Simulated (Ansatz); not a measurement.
An input meant for InCl2(SiH3) (InSiH₃Cl₂) (charge 0, singlet).

```yaml
crystal:
  periodic: [false, false, false]
  atoms:
    - {symbol: In, position_ang: [1.406144, 2.454393, 0.027205]}
    - {symbol: Cl, position_ang: [6.559464, 2.885794, 0.083535]}
    - {symbol: Cl, position_ang: [-0.812091, 7.124779, -0.076117]}
    - {symbol: Si, position_ang: [-1.397941, -2.432597, 0.015103]}
    - {symbol: H, position_ang: [-4.318387, -2.010373, 1.446898]}
    - {symbol: H, position_ang: [0.359400, -4.689102, 1.620732]}
    - {symbol: H, position_ang: [-1.796590, -3.332893, -3.117378]}
basis:
  gaussian: {orbitals: STO-3G}
hamiltonian: {xc: {name: SPW92}}
scf: {omitted_lower_state_checks: [starts]}
output: {forces: true}
```

```sh
$ ansatz run in.yaml --threads 4 --pin off --events-out ev --progress --plain --max-ram 3916MiB
```

Output, abridged:

```
Functional definition: SPW92
660 factors; integrals over basis functions are off by at most 1.3e-5 eV
mean field evaluation 1: about -186919.5836 eV, gradient 4.3e1 eV
mean field evaluation 2: about -186689.6926 eV, gradient 2.1e1 eV
mean field evaluation 4: about -186696.7678 eV, gradient 8.3e1 eV
mean field evaluation 8: about -186997.3686 eV, gradient 2.6e1 eV
mean field evaluation 16: about -187005.2149 eV, gradient 3.0e-1 eV
mean field evaluation 32: about -187005.2404 eV, gradient 4.1e-5 eV
mean field -187005.24043039 eV, -6872.3158291123 hartree, gradient 6.0e-9 eV, S^2 0.000000; 0 other end points of the search recorded, 0 dependent functions left out
reference -187005.24047317 eV, -6872.3158306842 hartree; 50, 50 occupied and 7, 7 virtual orbitals, 660 factors
Total energy: -187005.24047317 eV, -6872.3158306842 hartree
Atom 0 at     1.406144     2.454393     0.027205 Å, force     0.171526     0.298349    -0.002667 eV/Å
Atom 1 at     6.559464     2.885794     0.083535 Å, force    -0.229488    -0.037590    -0.002259 eV/Å
Atom 2 at    -0.812091     7.124779    -0.076117 Å, force     0.082925    -0.217298     0.004481 eV/Å
Atom 3 at    -1.397941    -2.432597     0.015103 Å, force    -0.698734    -1.222350    -0.033570 eV/Å
Atom 4 at    -4.318387    -2.010373     1.446898 Å, force     1.247129    -0.174902    -0.608476 eV/Å
Atom 5 at     0.359400    -4.689102     1.620732 Å, force    -0.745775     0.966237    -0.682355 eV/Å
Atom 6 at    -1.796590    -3.332893    -3.117378 Å, force     0.172416     0.387555     1.324847 eV/Å
Dipole moment:    -1.296360    -2.252513     0.029098 e Å
Checks for a lower state left out: starts
```

(1) Something in this input is off. What?

Results:

(1) The geometry is stretched to more than twice its size. Self-consistency was reached. The result belongs to that input, not to the species as meant.
